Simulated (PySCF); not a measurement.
Proton-shift isomers of CC(N)=S. Gas-phase values, no solvent. One relaxed conformer stands for each flexible species; it need not be the lowest. Strings in code marks are SMILES.

All values below come from PBE-D3(BJ)/def2-TZVP // r2SCAN-D4/def2-TZVP run with PySCF. Delta-SCF ions had no search for a lower state. Excitations are Tamm–Dancoff values on a coarser integration grid. The basis has no diffuse functions, so Rydberg states are missing or too high.

| species | HOMO–LUMO gap (eV) | S1 excitation (TDA) (eV) | vertical ionisation energy (Delta-SCF) (eV) | brightest of the four lowest singlets (TDA) (eV) |
|---|---|---|---|---|
| `CC(N)=S` | 3.08 | 3.24 | 8.25 | 5.58 |
| `C=C(N)S` | 4.44 | 4.79 | 8.16 | 5.98 |
| `[H]/N=C(/C)S` (N–C–S–H torsion 180°) | 4.96 | 5.33 | 9.48 | 5.86 |
